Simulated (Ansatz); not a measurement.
System: CHNO (charge -1, doublet). 
Geometry from a B3LYP-D3(BJ)/def2-TZVP (Ansatz, a quantum-chemistry and plane-wave program) optimisation:
```
C
O 1 1.2325
N 1 1.3089 2 132.96
H 3 1.0174 1 108.42 2 -180.00
```
Charge -1, spin multiplicity 2.

Basis-set convergence of Hartree-Fock and CCSD correlation energies (hartree) with Ansatz. Cores are frozen in the correlated levels unless marked. UHF or UKS for open shells. Spin-orbit coupling is left out. Non-relativistic.

| basis | functions | E(HF) | E(corr, CCSD) |
|---|---|---|---|
| aug-cc-pVDZ | 78 | -167.75318 | -0.51004 |
| aug-cc-pVTZ | 161 | (withheld) | (withheld) |

Task: Fill in the missing entries.

Result: 
- aug-cc-pVTZ, E(HF): -167.79043
- aug-cc-pVTZ, E(corr, CCSD): -0.60442
